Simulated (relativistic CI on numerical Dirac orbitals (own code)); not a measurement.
# Transition arrays of Ag23+

Calculated at this level of theory: Dirac-Coulomb-Breit CI, separate exchange-only KLI orbitals for each configuration, QED by a radiative potential, valence Slater integrals scaled by 0.9, whole transition arrays (own radial code, finite nucleus).

Configuration list (outside the closed core [Ne] 3s2): 3p6.3d6, 3p6.3d5.4f, 3p5.3d7, 3p6.3d5.4p, 3p6.3d5.5f. Levels of other configurations are missing.

All E1 lines from the levels of 3p6.3d6; mean and standard deviation are weighted by gf, and upper levels are sorted by their leading configuration.

| Upper configuration | Lines | Σgf | Mean (eV) | Mean (nm) | σ (eV) | Strongest line (nm) |
| --- | --- | --- | --- | --- | --- | --- |
| 3p6.3d5.4f | 5470 | 882.3 | 654.70 | 1.894 | 6.75 | 1.874 |
| 3p5.3d7 | 1718 | 156.2 | 210.47 | 5.891 | 17.80 | 5.296 |
| 3p6.3d5.4p | 3245 | 53.9 | 510.74 | 2.428 | 6.45 | 2.434 |
| 3p6.3d5.5f | 5470 | 308.3 | 835.36 | 1.484 | 7.45 | 1.480 |

Σgf per state of the lower configuration in bins of 0.2 nm over the central range (centre: value): 1.5: 1.47, 1.9: 4.20, 2.5: 0.22, 5.3: 0.12, 5.5: 0.12, 5.7: 0.11, 5.9: 0.06, 6.1: 0.05, 6.3: 0.08.

(1) How do configuration mixing and the scaling of the Slater integrals move the arrays?

## Answers

(1) Slater scale 0.9, no configuration mixing: 3p6.3d5.4f 655.0 ± 6.9 eV (Σgf 901.3), 3p5.3d7 211.0 ± 17.9 eV (Σgf 168.9), 3p6.3d5.4p 510.9 ± 6.4 eV (Σgf 50.5), 3p6.3d5.5f 834.9 ± 7.4 eV (Σgf 241.3); Slater scale 1: 3p6.3d5.4f 655.9 ± 7.3 eV (Σgf 886.4), 3p5.3d7 211.9 ± 18.7 eV (Σgf 155.8), 3p6.3d5.4p 510.9 ± 7.0 eV (Σgf 54.3), 3p6.3d5.5f 835.9 ± 8.1 eV (Σgf 310.1); Slater scale 0.8: 3p6.3d5.4f 653.5 ± 6.2 eV (Σgf 878.2), 3p5.3d7 209.1 ± 17.0 eV (Σgf 156.6), 3p6.3d5.4p 510.6 ± 5.9 eV (Σgf 53.5), 3p6.3d5.5f 834.8 ± 6.8 eV (Σgf 306.5). With mixing, levels are counted to their leading configuration, so an array can shrink or vanish into another, and the sums then hold other lines.
